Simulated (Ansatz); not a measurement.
Mulliken charges of FH4InOSSi (`[OH][InH][S][SiH2]F`) from r2SCAN/def2-TZVPP in Ansatz (PBE0-D4/def2-TZVP geometry).

| atom | x (Å) | y (Å) | z (Å) | charge (e) |
| --- | --- | --- | --- | --- |
| O1 | -0.355 | 2.626 | -0.666 | -0.531 |
| In2 | 0.717 | 1.324 | 0.359 | 0.822 |
| S3 | -0.786 | -0.247 | 1.498 | -0.457 |
| Si4 | -0.316 | -1.676 | 0.050 | 0.538 |
| F5 | 0.633 | -0.897 | -1.036 | -0.338 |
| H6 | -1.290 | 2.410 | -0.643 | 0.195 |
| H7 | 2.390 | 1.435 | 0.593 | -0.086 |
| H8 | 0.500 | -2.806 | 0.547 | -0.073 |
| H9 | -1.492 | -2.168 | -0.702 | -0.071 |

Q: By hand: the dipole of these point charges (1 e Å = 4.8032 D).

A: Σ q r = (0.365, -0.086, 0.175) e Å, of length 0.414 e Å = 1.99 D.

Q: How does the dipole of the full density compare? (Estimate.)

A: Ansatz gave: (0.065, -0.214, 0.098) e Å, 1.17 D; the point charges give 1.70 times that, at 54° from its direction.

Point charges leave out the atoms' own dipoles, such as those of lone pairs, and Mulliken's split depends on the basis, so the two needn't agree.
